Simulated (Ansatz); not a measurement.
Start from `F[CH2][GeH]1[O][SiH2]1` and change one atom or group to get `[F][GeH]1[O][SiH2]1`.

Ansatz, PBE0-D4/def2-TZVP geometries, multiplicity 1. Each molecule was computed in one conformer, which needn't be the lowest.

Scalar relativity is left out up to krypton.

```json
{"property": "HOMO–LUMO gap (B3LYP/def2-TZVPP) / eV", "`F[CH2][GeH]1[O][SiH2]1`": "5.52"}
{"property": "LUMO energy (ωB97M-V/def2-TZVPP) / eV", "`F[CH2][GeH]1[O][SiH2]1`": "0.69"}
{"property": "HOMO energy (PBE0/def2-TZVPP) / eV", "`F[CH2][GeH]1[O][SiH2]1`": "-7.02"}
{"property": "LUMO energy (PBE/def2-TZVPP) / eV", "`F[CH2][GeH]1[O][SiH2]1`": "-1.89"}
{"property": "HOMO energy (B3LYP/def2-TZVPP) / eV", "`F[CH2][GeH]1[O][SiH2]1`": "-6.83"}
{"property": "HOMO–LUMO gap (ωB97M-V/def2-TZVPP) / eV", "`F[CH2][GeH]1[O][SiH2]1`": "9.76"}
```

Question: What does the change do to each property? (Best estimate.)

Answer: Ansatz gave: 
```json
{"property": "HOMO–LUMO gap (B3LYP/def2-TZVPP) / eV", "`[F][GeH]1[O][SiH2]1`": "5.33", "shift": "-0.19"}
{"property": "LUMO energy (ωB97M-V/def2-TZVPP) / eV", "`[F][GeH]1[O][SiH2]1`": "0.20", "shift": "-0.49"}
{"property": "HOMO energy (PBE0/def2-TZVPP) / eV", "`[F][GeH]1[O][SiH2]1`": "-7.38", "shift": "-0.36"}
{"property": "LUMO energy (PBE/def2-TZVPP) / eV", "`[F][GeH]1[O][SiH2]1`": "-2.45", "shift": "-0.56"}
{"property": "HOMO energy (B3LYP/def2-TZVPP) / eV", "`[F][GeH]1[O][SiH2]1`": "-7.20", "shift": "-0.37"}
{"property": "HOMO–LUMO gap (ωB97M-V/def2-TZVPP) / eV", "`[F][GeH]1[O][SiH2]1`": "9.64", "shift": "-0.12"}
```

With PBE0 the HOMO falls by 0.36 eV and the LUMO falls by 0.54 eV, so the gap narrows by about 0.18 eV. PBE moves the HOMO by -0.33 eV and ωB97M-V by -0.37 eV.

B3LYP here is the variant with VWN-RPA as its local correlation; programs differ in this.
